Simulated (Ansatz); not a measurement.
Abridged output of a molecular run in Ansatz:

```
Functional definition: HF
2706 factors; integrals over basis functions are off by at most 1.0e-3 eV
mean field evaluation 1: about -25803.4315 eV, gradient 7.7e1 eV
mean field evaluation 2: about -25803.9758 eV, gradient 7.7e1 eV
mean field evaluation 4: about -25814.8486 eV, gradient 1.3e1 eV
mean field evaluation 8: about -25815.2723 eV, gradient 1.3e0 eV
mean field evaluation 16: about -25815.2795 eV, gradient 1.6e-6 eV
mean field -25815.27946530 eV, -948.6940221249 hartree, gradient 1.8e-6 eV, S^2 0.000000; 0 other end points of the search recorded, 0 dependent functions left out; unrestricted orbitals would lower it
12 core orbitals not correlated: weight in the atoms' cores, before any rotation towards them, 1.000 or more for the frozen orbitals, at most 0.000 for the correlated occupied ones
reference -25815.27946530 eV, -948.6940221249 hartree; 33, 33 occupied and 396, 396 virtual orbitals, 2706 factors
second order -59.03200177 eV of doubles, -0.00000000 eV of singles
cycle   1  -56.24300727 eV  change     2.8e0 eV  update   2.9e-1
cycle   2  -58.23417652 eV  change    -2.0e0 eV  update   1.7e-1
cycle   3  -58.79281858 eV  change   -5.6e-1 eV  update   4.7e-2
cycle   4  -58.82234471 eV  change   -3.0e-2 eV  update   2.0e-2
cycle   5  -58.79352744 eV  change    2.9e-2 eV  update   7.7e-3
cycle   6  -58.79441932 eV  change   -8.9e-4 eV  update   3.8e-3
cycle   7  -58.79569312 eV  change   -1.3e-3 eV  update   2.1e-3
cycle   8  -58.79456339 eV  change    1.1e-3 eV  update   9.6e-4
cycle   9  -58.79447715 eV  change    8.6e-5 eV  update   5.4e-4
cycle  10  -58.79554621 eV  change   -1.1e-3 eV  update   2.8e-4
cycle  11  -58.79492426 eV  change    6.2e-4 eV  update   1.5e-4
cycle  12  -58.79473942 eV  change    1.8e-4 eV  update   7.3e-5
cycle  13  -58.79489667 eV  change   -1.6e-4 eV  update   3.8e-5
cycle  14  -58.79483206 eV  change    6.5e-5 eV  update   1.8e-5
perturbative correction -2.85484758 eV, -0.1049137134 hartree
Total energy: -25876.92914494 eV, -950.9596060639 hartree
```

Its atoms:

```xyz
18

C    -2.1129    1.6581    0.6287
N    -1.2565    0.6416    0.1543
W    -0.1865   -0.5808   -0.3987
F     1.4650    0.0816    0.3376
Cl   -1.5824   -2.0171   -1.5689
O     0.5782    0.0234   -1.9941
C     1.5472    0.9202   -2.4465
O    -0.0028   -1.8320    0.9781
C     0.6589   -2.0057    2.1945
H    -2.6637    2.1142   -0.1993
H    -1.5257    2.4380    1.1238
H    -2.8310    1.2552    1.3492
H     1.0844    1.8818   -2.6891
H     2.3057    1.0686   -1.6717
H     2.0209    0.5159   -3.3444
H     0.0017   -1.7218    3.0221
H     0.9391   -3.0561    2.3060
H     1.5602   -1.3852    2.2182
```

(1) Which basis set was used?
A. def2-TZVPPD
B. def2-SVP
C. def2-TZVPP
D. def2-QZVPP

(2) Write the keys of the input that set method, charge and spin (a neutral closed shell needs none for the last two).

Results:

(1) C. It gives 441 functions.

(2) 
```yaml
correlation: {method: ccsd_t}
```
